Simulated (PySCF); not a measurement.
C₂H₅ClOSi₂, SMILES O[SiH2]C#C[SiH2]Cl. Atoms are numbered in the order given.

```xyz
11

O     -3.3469    -0.0692     1.4797
Si    -2.7957    -0.6938     0.0399
C     -0.9542    -0.6080    -0.0540
C      0.2673    -0.5276    -0.1080
Si     2.0913    -0.4208    -0.1891
Cl     2.6541     1.5483    -0.5382
H     -3.0820     0.8305     1.7056
H     -3.3243     0.0454    -1.1402
H     -3.2198    -2.1121     0.0117
H      2.6753    -0.8537     1.1039
H      2.5882    -1.2604    -1.3065
```

Geometry optimised at B3LYP-D3(BJ)/def2-SVP. This is a generated structure with no PubChem entry under its InChIKey; it may be hypothetical. One conformer was computed; it need not be the lowest.

Method: HF/def2-TZVP (PySCF).

Atomic charges (e):

```tsv
atom	Mulliken	IAO
O1	-0.65	-0.85
Si2	0.73	1.23
C3	-0.31	-0.35
C4	-0.31	-0.37
Si5	0.67	1.03
Cl6	-0.31	-0.36
H7	0.35	0.38
H8	-0.06	-0.20
H9	-0.05	-0.18
H10	-0.03	-0.16
H11	-0.03	-0.16
```

Problem. Give the Mayer and Wiberg (Löwdin basis) orders of the bonds. (The exact figures need the calculation; the answer reports its results.)

Solution. 
```json
[
 {"bond": "O1–Si2", "Mayer": "1.07", "Wiberg": "1.62"},
 {"bond": "Si2–C3", "Mayer": "0.86", "Wiberg": "1.12"},
 {"bond": "C3–C4", "Mayer": "2.71", "Wiberg": "2.86"},
 {"bond": "C4–Si5", "Mayer": "0.91", "Wiberg": "1.17"},
 {"bond": "Si5–Cl6", "Mayer": "1.05", "Wiberg": "1.75"},
 {"bond": "O1–H7", "Mayer": "0.86", "Wiberg": "1.02"},
 {"bond": "Si2–H8", "Mayer": "0.97", "Wiberg": "0.93"},
 {"bond": "Si2–H9", "Mayer": "0.97", "Wiberg": "0.93"},
 {"bond": "Si5–H10", "Mayer": "0.96", "Wiberg": "0.94"},
 {"bond": "Si5–H11", "Mayer": "0.96", "Wiberg": "0.94"}
]
```
